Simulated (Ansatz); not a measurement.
CH4BFOSi, SMILES `O=CB(F)[SiH3]`, charge 0, multiplicity 1.

Task: Give a relaxed structure at PBE0-D4/def2-TZVP (the Gaussian-basis code of Ansatz). (Best estimate.)

Result: The calculation gave: 
Cartesian coordinates in Å:
```
O -0.385 0.896 1.954
C -0.966 -0.041 1.458
B -0.572 -0.559 -0.014
F -1.307 -1.543 -0.502
Si 0.967 0.283 -1.045
H -1.785 -0.545 2.025
H 1.177 -0.398 -2.350
H 2.212 0.188 -0.237
H 0.660 1.718 -1.289
```
This is one stationary point; other conformers may exist.
